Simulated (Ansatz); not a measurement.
ClH2MoNOS (`[NH2][Mo](=[O])(=[S])[Cl]`). Total charge 0; spin multiplicity 1. Mo: def2 effective core potential.

```xyz
7

N    -0.065   -0.957    0.740
Mo    0.002    0.502   -0.484
O    -0.839    0.069   -1.855
S    -0.880    2.179    0.439
Cl    2.145    0.969   -1.026
H    -0.090   -0.862    1.745
H    -0.273   -1.900    0.443
```

Problem. What are the harmonic wavenumbers in cm⁻¹ at PBE0-D4/def2-TZVP (Ansatz, finite differences of forces, unscaled)? (An estimate is asked.)

Solution. Computed: 147, 167, 199, 235, 273, 385, 424, 517, 583, 670, 735, 1056, 1533, 3565, 3674.

Problem. Is this a minimum?

Solution. Yes, all 15 modes are real.

Problem. Give the ideal-gas thermochemistry at 298.15 K and 1 bar (rigid rotor, harmonic oscillator; point group C1, symmetry number 1).

Solution. Zero-point energy 84.7 kJ/mol; H(298) − E = 105.2 kJ/mol; entropy 353.5 J/(mol·K), of which translation 174.6, rotation 118.4, vibration 60.4; G(298) − E = -0.2 kJ/mol.
